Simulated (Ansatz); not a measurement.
```yaml
crystal:
  periodic: [false, false, false]
  atoms:
    - {symbol: B, position_ang: [-2.148109, 0.419727, 0.953374]}
    - {symbol: O, position_ang: [-1.268425, -0.162794, 0.124243]}
    - {symbol: C, position_ang: [0.131723, 0.156886, 0.142349]}
    - {symbol: Si, position_ang: [0.607372, 0.888617, -1.536959]}
    - {symbol: Si, position_ang: [1.103289, -1.402608, 0.595998]}
    - {symbol: H, position_ang: [-3.288926, 0.077142, 0.850533]}
    - {symbol: H, position_ang: [-1.774643, 1.241478, 1.748376]}
    - {symbol: H, position_ang: [0.332433, 0.916717, 0.912029]}
    - {symbol: H, position_ang: [-0.221580, 2.093203, -1.802756]}
    - {symbol: H, position_ang: [2.044835, 1.266854, -1.498222]}
    - {symbol: H, position_ang: [0.385746, -0.113099, -2.609830]}
    - {symbol: H, position_ang: [0.640603, -1.905507, 1.915778]}
    - {symbol: H, position_ang: [2.547291, -1.055648, 0.668929]}
    - {symbol: H, position_ang: [0.895390, -2.450170, -0.435043]}
basis:
  gaussian: {orbitals: def2-mTZVPP}
hamiltonian: {xc: {name: BLYP}, dispersion: d3bjatm}
```

```sh
$ ansatz run in.yaml --threads 4 --pin off --events-out ev --progress --plain --max-ram 10444MiB
```

Output, abridged:

```
Functional definition: BLYP
1519 factors; their error is unknown
mean field evaluation 1: about -19652.8958 eV, gradient 6.5e1 eV
mean field evaluation 2: about -19611.4495 eV, gradient 1.5e2 eV
mean field evaluation 4: about -19661.6350 eV, gradient 1.5e1 eV
mean field evaluation 8: about -19662.0601 eV, gradient 2.2e-1 eV
mean field evaluation 16: about -19662.0304 eV, gradient 1.1e-4 eV
mean field -19662.03043865 eV, -722.5662912176 hartree, gradient 2.0e-5 eV, S^2 0.000000; 0 other end points of the search recorded, 0 dependent functions left out
reference -19662.03089769 eV, -722.5663080867 hartree; 28, 28 occupied and 133, 133 virtual orbitals, 1519 factors
Total energy: -19662.73131653 eV, -722.5920480045 hartree
```

Run time 1.4 s (4 threads of an Arm Neoverse V2 on a shared host); peak host memory 0.6 GiB.
